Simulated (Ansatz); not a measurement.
A short molecular-dynamics run on GeMeH3 (CH6Ge).

```yaml
crystal:
  periodic: [false, false, false]
  atoms:
    - {symbol: Ge, position_ang: [-0.001886, 0.003067, -0.923132]}
    - {symbol: C, position_ang: [0.002150, -0.003485, 1.044504]}
    - {symbol: H, position_ang: [-1.025817, 0.037651, 1.426348]}
    - {symbol: H, position_ang: [0.554039, 0.864966, 1.425854]}
    - {symbol: H, position_ang: [0.480596, -0.916901, 1.419927]}
    - {symbol: H, position_ang: [1.447642, -0.028091, -1.467703]}
    - {symbol: H, position_ang: [-0.699795, 1.277726, -1.458665]}
    - {symbol: H, position_ang: [-0.756929, -1.234924, -1.467133]}
basis:
  gaussian: {orbitals: "6-31G*"}
hamiltonian: {xc: {name: r2SCAN}}
md: {timestep: 1 fs, n_steps: 15, ensemble: nvt_langevin, temperature: 700, initial_velocities: maxwell_boltzmann, friction: 0.01, seed: 379}
scf: {omitted_lower_state_checks: [starts]}
```

```sh
$ ansatz run in.yaml --threads 4 --pin off --events-out ev --progress --plain --max-ram 3916MiB
```

| step | time (fs) | potential energy (eV) | kinetic (eV) | T (K) |
| --- | --- | --- | --- | --- |
| 0 | 0.0 | -57643.9329 | 0.6334 | 612 |
| 1 | 1.0 | -57643.8777 | 0.5804 | 561 |
| 2 | 2.0 | -57643.7649 | 0.4188 | 405 |
| 3 | 3.0 | -57643.7361 | 0.3448 | 333 |
| 4 | 4.0 | -57643.7585 | 0.3854 | 373 |
| 5 | 5.0 | -57643.7157 | 0.3663 | 354 |
| 6 | 6.0 | -57643.6306 | 0.2546 | 246 |
| 7 | 7.0 | -57643.5753 | 0.2482 | 240 |
| 8 | 8.0 | -57643.5912 | 0.2547 | 246 |
| 9 | 9.0 | -57643.6540 | 0.3201 | 310 |
| 10 | 10.0 | -57643.6909 | 0.3490 | 338 |
| 11 | 11.0 | -57643.6597 | 0.3497 | 338 |
| 12 | 12.0 | -57643.5972 | 0.3074 | 297 |
| 13 | 13.0 | -57643.5985 | 0.2999 | 290 |
| 14 | 14.0 | -57643.6556 | 0.3410 | 330 |
| 15 | 15.0 | -57643.6739 | 0.3372 | 326 |

Velocities are drawn at the set temperature; a run this short doesn't reach equilibrium. Under Langevin dynamics the printed temperature counts 3N degrees of freedom, so it starts below the set value.

The 6-31G sets use Cartesian d functions.

Frames (Å, forces in eV/Å):

```xyz
8
time=0.0 fs
Ge   -0.002    0.003   -0.923    0.000    0.000    0.098
C     0.002   -0.003    1.045    0.000    0.000   -0.067
H    -1.026    0.038    1.426    0.092   -0.005   -0.046
H     0.554    0.865    1.426   -0.050   -0.077   -0.046
H     0.481   -0.917    1.420   -0.041    0.082   -0.045
H     1.448   -0.028   -1.468   -0.114    0.002    0.036
H    -0.700    1.278   -1.459    0.056   -0.100    0.035
H    -0.757   -1.235   -1.467    0.059    0.098    0.036
8
time=1.0 fs
Ge   -0.002    0.005   -0.922    0.341   -0.054    0.040
C    -0.004   -0.013    1.040    1.636    0.478   -0.645
H    -0.999    0.023    1.379   -1.524    0.125    0.612
H     0.544    0.897    1.387   -0.293   -0.775   -0.033
H     0.456   -0.940    1.402    0.133    0.235    0.053
H     1.465   -0.033   -1.439   -0.214    0.049    0.034
H    -0.690    1.276   -1.455    0.004   -0.019   -0.012
H    -0.719   -1.236   -1.477   -0.083   -0.039   -0.049
8
time=2.0 fs
Ge   -0.002    0.006   -0.920    0.625   -0.121    0.014
C    -0.009   -0.023    1.035    2.735    0.855   -1.114
H    -0.986    0.007    1.339   -2.755    0.233    1.061
H     0.531    0.919    1.351   -0.413   -1.203    0.075
H     0.435   -0.957    1.387    0.326    0.248    0.154
H     1.477   -0.040   -1.410   -0.247    0.100    0.005
H    -0.682    1.273   -1.453   -0.049    0.067   -0.056
H    -0.681   -1.238   -1.483   -0.222   -0.179   -0.139
8
time=3.0 fs
Ge   -0.001    0.007   -0.919    0.832   -0.268   -0.011
C    -0.010   -0.031    1.030    2.049    1.092   -1.199
H    -1.003   -0.008    1.308   -2.390    0.271    0.989
H     0.515    0.927    1.314   -0.358   -1.246    0.294
H     0.417   -0.966    1.376    0.528    0.094    0.286
H     1.485   -0.044   -1.381   -0.229    0.134   -0.046
H    -0.672    1.267   -1.455   -0.122    0.191   -0.105
H    -0.652   -1.242   -1.486   -0.309   -0.268   -0.207
8
time=4.0 fs
Ge   -0.001    0.008   -0.917    0.974   -0.472   -0.064
C    -0.010   -0.037    1.025    0.028    0.943   -1.007
H    -1.048   -0.022    1.286   -0.756    0.262    0.607
H     0.495    0.921    1.282   -0.144   -0.924    0.580
H     0.404   -0.974    1.366    0.635    0.001    0.378
H     1.492   -0.043   -1.353   -0.189    0.146   -0.102
H    -0.658    1.261   -1.459   -0.209    0.323   -0.152
H    -0.630   -1.248   -1.487   -0.339   -0.280   -0.240
8
time=5.0 fs
Ge    0.000    0.010   -0.916    1.044   -0.694   -0.149
C    -0.010   -0.043    1.020   -1.870    0.432   -0.877
H    -1.099   -0.034    1.266    0.738    0.241    0.321
H     0.471    0.907    1.256    0.186   -0.333    0.883
H     0.395   -0.983    1.359    0.648    0.005    0.421
H     1.496   -0.037   -1.325   -0.123    0.144   -0.162
H    -0.641    1.258   -1.464   -0.291    0.429   -0.192
H    -0.612   -1.257   -1.489   -0.332   -0.224   -0.245
8
time=6.0 fs
Ge    0.001    0.011   -0.914    0.992   -0.894   -0.277
C    -0.012   -0.050    1.013   -3.066   -0.180   -0.821
H    -1.139   -0.041    1.246    1.616    0.199    0.212
H     0.448    0.891    1.237    0.507    0.292    1.131
H     0.391   -0.992    1.356    0.583    0.089    0.409
H     1.496   -0.030   -1.300    0.007    0.141   -0.229
H    -0.628    1.259   -1.469   -0.338    0.465   -0.203
H    -0.595   -1.269   -1.492   -0.300   -0.112   -0.223
8
time=7.0 fs
Ge    0.002    0.012   -0.912    0.823   -1.034   -0.479
C    -0.016   -0.057    1.006   -3.563   -0.585   -0.712
H    -1.163   -0.046    1.224    1.978    0.145    0.228
H     0.432    0.875    1.231    0.679    0.709    1.255
H     0.392   -0.997    1.360    0.469    0.176    0.341
H     1.492   -0.022   -1.279    0.184    0.134   -0.302
H    -0.619    1.265   -1.476   -0.330    0.389   -0.161
H    -0.582   -1.284   -1.497   -0.239    0.066   -0.169
8
time=8.0 fs
Ge    0.003    0.013   -0.911    0.684   -1.084   -0.746
C    -0.023   -0.066    0.998   -3.269   -0.669   -0.483
H    -1.164   -0.051    1.202    1.816    0.104    0.349
H     0.428    0.862    1.237    0.625    0.741    1.218
H     0.397   -1.000    1.369    0.301    0.301    0.203
H     1.490   -0.016   -1.261    0.298    0.126   -0.354
H    -0.612    1.275   -1.487   -0.281    0.228   -0.079
H    -0.572   -1.299   -1.502   -0.174    0.252   -0.108
8
time=9.0 fs
Ge    0.005    0.014   -0.909    0.630   -1.086   -1.021
C    -0.033   -0.076    0.989   -2.195   -0.308   -0.107
H    -1.147   -0.057    1.181    1.146    0.072    0.553
H     0.431    0.855    1.256    0.317    0.315    0.980
H     0.407   -1.000    1.382    0.108    0.407    0.024
H     1.491   -0.011   -1.248    0.357    0.118   -0.380
H    -0.602    1.284   -1.498   -0.239    0.085    0.003
H    -0.566   -1.308   -1.510   -0.124    0.397   -0.052
8
time=10.0 fs
Ge    0.007    0.014   -0.908    0.625   -1.086   -1.265
C    -0.045   -0.085    0.979   -0.571    0.412    0.362
H    -1.122   -0.059    1.165    0.078    0.034    0.804
H     0.438    0.855    1.283   -0.151   -0.381    0.574
H     0.417   -0.993    1.398   -0.072    0.411   -0.145
H     1.494   -0.008   -1.238    0.383    0.108   -0.393
H    -0.594    1.289   -1.508   -0.215    0.008    0.061
H    -0.565   -1.311   -1.523   -0.078    0.494    0.003
8
time=11.0 fs
Ge    0.008    0.014   -0.907    0.743   -1.035   -1.507
C    -0.057   -0.095    0.970    1.212    1.144    0.776
H    -1.098   -0.059    1.156   -1.239    0.010    1.073
H     0.445    0.855    1.313   -0.571   -0.954    0.138
H     0.426   -0.978    1.416   -0.189    0.263   -0.266
H     1.504   -0.005   -1.230    0.262    0.101   -0.370
H    -0.591    1.292   -1.519   -0.178   -0.063    0.121
H    -0.566   -1.309   -1.534   -0.042    0.535    0.034
8
time=12.0 fs
Ge    0.010    0.014   -0.907    0.915   -0.928   -1.738
C    -0.069   -0.103    0.961    2.569    1.531    1.169
H    -1.082   -0.060    1.156   -2.315    0.005    1.265
H     0.446    0.845    1.345   -0.806   -1.156   -0.216
H     0.431   -0.960    1.438   -0.270    0.071   -0.394
H     1.518   -0.002   -1.228    0.063    0.095   -0.317
H    -0.591    1.293   -1.529   -0.130   -0.143    0.187
H    -0.567   -1.304   -1.543   -0.024    0.525    0.044
8
time=13.0 fs
Ge    0.012    0.014   -0.907    1.052   -0.777   -1.910
C    -0.078   -0.109    0.953    2.607    1.597    1.640
H    -1.087   -0.059    1.169   -2.305   -0.037    1.190
H     0.436    0.823    1.374   -0.811   -0.977   -0.435
H     0.431   -0.941    1.460   -0.308   -0.148   -0.511
H     1.530    0.000   -1.234   -0.115    0.091   -0.252
H    -0.593    1.293   -1.539   -0.087   -0.194    0.244
H    -0.568   -1.291   -1.553   -0.033    0.445    0.034
8
time=14.0 fs
Ge    0.014    0.013   -0.907    1.137   -0.621   -2.024
C    -0.084   -0.114    0.946    1.295    1.572    2.082
H    -1.113   -0.057    1.193   -1.199   -0.140    0.808
H     0.419    0.791    1.399   -0.630   -0.495   -0.494
H     0.426   -0.921    1.477   -0.238   -0.522   -0.509
H     1.540    0.001   -1.247   -0.273    0.090   -0.176
H    -0.599    1.289   -1.548   -0.043   -0.213    0.294
H    -0.572   -1.274   -1.564   -0.049    0.329    0.019
8
time=15.0 fs
Ge    0.016    0.013   -0.907    1.140   -0.493   -2.099
C    -0.091   -0.118    0.943   -0.354    1.378    2.372
H    -1.150   -0.056    1.223    0.114   -0.252    0.309
H     0.398    0.755    1.417   -0.332    0.182   -0.392
H     0.419   -0.904    1.487   -0.126   -0.920   -0.443
H     1.546    0.002   -1.264   -0.381    0.087   -0.099
H    -0.606    1.282   -1.556   -0.006   -0.209    0.332
H    -0.580   -1.257   -1.577   -0.054    0.228    0.018
```

It took 12 s on 4 threads of Arm Neoverse V2 on a shared host.
